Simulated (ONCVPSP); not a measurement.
**Which change was made? (La, ONCV)**

```json
{
  "Element": "lanthanum (La)",
  "Generator": "ONCVPSP 4.0.1",
  "Type": "optimised norm-conserving Vanderbilt (ONCV)",
  "Functional": "LDA (Perdew-Zunger)",
  "Relativity": "scalar-relativistic",
  "Frozen core": "[Kr]",
  "Valence charge": "21",
  "Reference configuration": "4d10 5s2 5p6 5d1 6s1 (charge +1)",
  "Partial waves": "5s+6s: rc 3.00 bohr, ncon 3, nbas 8, qcut 4.4 1/bohr, 2 projectors; 5p: rc 2.80 bohr, ncon 4, nbas 7, qcut 4.3 1/bohr, 1 projector; 4d+5d: rc 1.50 bohr, ncon 4, nbas 9, qcut 11.6 1/bohr, 2 projectors; f scattering state at 0.05 Ha: rc 2.80 bohr, ncon 3, nbas 7, qcut 4.2 1/bohr, 2 projectors, debl 0.4 Ha",
  "Local potential": "polynomial inside 1.10 bohr (lpopt 4, dvloc0 0 Ha)",
  "Core correction": "Teter function, fcfact 3, rcfact 1.65"
}
```

In the f channel the program set the typed energies aside and used -0.385, 0.015 Ha.

Cutoffs, loose and tight: the cutoffs (Ha) at which the residual kinetic energy of the hardest occupied pseudo-wave falls to 1 and 0.1 mHa per electron. They do not see the model core or the augmentation charge, which bear on the density cutoff. Test errors are all-electron minus pseudo excitation energies from the reference, over the configurations 4d10 5s2 5p6 5d1 6s2; 4d10 5s2 5p6 5d1 6s0; 4d10 5s2 5p6 5d0 6s0; 4d10 5s2 5p6 5d2 6s0; variants that change the core or the reference have their own tests. The largest error is taken over the tests solved by every variant that gives reliable tests at all, those not shown here included: 4d10 5s2 5p6 5d0 6s0; 4d10 5s2 5p6 5d1 6s0; 4d10 5s2 5p6 5d2 6s0.

The base gives: outcome: generated, projector energies reset by the program; cutoff, loose: 50 Ha; cutoff, tight: 56 Ha; bound ghosts: s, p; GHOST(+) flags above zero: none; largest test error (meV): +15.

(1) After one change the result is: outcome: failed: ERROR pspot: first pseudo wave function has node, program will stop. Which change was it?
A. f: ncon 5, nbas 9
B. all radii but the core radius scaled by about 1.23 (s 3.68, p 3.44, d 1.84, f 3.44 bohr); local potential polynomial inside 1.36 bohr (lpopt 4, dvloc0 0 Ha)
C. core [Xe], valence charge 3; reference 5d2 6s1; waves now 6s: rc 3.35 bohr, ncon 5, nbas 9, qcut 1.6 1/bohr, 2 projectors, debl 1 Ha; p scattering state at 0.03 Ha: rc 4.05 bohr, ncon 4, nbas 7, qcut 1.7 1/bohr, 2 projectors, debl 1.9 Ha; 5d: rc 3.80 bohr, ncon 5, nbas 10, qcut 4.6 1/bohr, 2 projectors, debl 3.8 Ha; f scattering state at 0.05 Ha: rc 3.95 bohr, ncon 3, nbas 8, qcut 2.4 1/bohr, 2 projectors, debl 1.1 Ha; local potential polynomial inside 2.95 bohr (lpopt 5, dvloc0 4 Ha)

## Answers

(1) A. The others give: core [Xe], valence charge 3; reference 5d2 6s1; waves now 6s: rc 3.35 bohr, ncon 5, nbas 9, qcut 1.6 1/bohr, 2 projectors, debl 1 Ha; p scattering state at 0.03 Ha: rc 4.05 bohr, ncon 4, nbas 7, qcut 1.7 1/bohr, 2 projectors, debl 1.9 Ha; 5d: rc 3.80 bohr, ncon 5, nbas 10, qcut 4.6 1/bohr, 2 projectors, debl 3.8 Ha; f scattering state at 0.05 Ha: rc 3.95 bohr, ncon 3, nbas 8, qcut 2.4 1/bohr, 2 projectors, debl 1.1 Ha; local potential polynomial inside 2.95 bohr (lpopt 5, dvloc0 4 Ha) → outcome: generated, projector energies reset by the program; cutoff, loose: 5.5 Ha; cutoff, tight: 18 Ha; bound ghosts: s; GHOST(+) flags above zero: s, p; largest test error (meV): -294 | all radii but the core radius scaled by about 1.23 (s 3.68, p 3.44, d 1.84, f 3.44 bohr); local potential polynomial inside 1.36 bohr (lpopt 4, dvloc0 0 Ha) → outcome: generated, projector energies reset by the program; cutoff, loose: 42 Ha; cutoff, tight: 48 Ha; bound ghosts: none; GHOST(+) flags above zero: s; largest test error (meV): +11.
